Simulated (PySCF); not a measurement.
## Adding and removing an electron: AsF

UHF-CCSD(T); basis As def2-TZVPPD, F def2-TZVPPD; no relativity; PySCF 2.14. Neutral (UHF): triplet (π ↑↑), Re = 1.748 Å, ωe = 685 cm⁻¹, De = 4.02 eV.

AsF⁺ (UHF): doublet (π ↑), Re = 1.663 Å, ωe = 832 cm⁻¹, De = 4.55 eV to As⁺ + F. The energies at the minima are -2334.17825 hartree for AsF and -2333.83102 for AsF⁺.

Question: Work out the adiabatic ionisation energy, without and with harmonic zero-point energies (1 hartree = 27.2114 eV, 1 eV = 8065.5 cm⁻¹), and the change of the bond length.

Answer: At UHF-CCSD(T): 0.34723 hartree = 9.449 eV between the minima; the zero-point term (832.0 − 685.0)/2 cm⁻¹ = +0.009 eV makes it 9.458 eV. Re changes by -8.5 pm against the neutral. The electron leaves a π orbital, and the shorter bond of the ion fits an antibonding orbital, or a change in how ionic the bond is.

AsF⁻ (UHF): doublet (π ↑), Re = 1.854 Å, ωe = 527 cm⁻¹, De = 1.39 eV to As + F⁻. The energies at the minima are -2334.17825 hartree for AsF and -2334.20127 for AsF⁻.

Question: Work out the adiabatic electron affinity, without and with harmonic zero-point energies (1 hartree = 27.2114 eV, 1 eV = 8065.5 cm⁻¹), and the change of the bond length.

Answer: At UHF-CCSD(T): 0.02302 hartree = 0.626 eV between the minima; the zero-point term (685.0 − 527.0)/2 cm⁻¹ = +0.010 eV makes it 0.636 eV. Re changes by +10.6 pm against the neutral. The electron enters a π orbital, and the longer bond of the ion fits an antibonding orbital, or a change in how ionic the bond is.

Correlated steps freeze 10 core orbitals. Spin–orbit coupling is left out. For an ion De counts to the pair picked by the measured ionisation energies or electron affinities, which need not be the lowest pair at this level. States were picked by a PBE0 search and need not be the measured ground states.
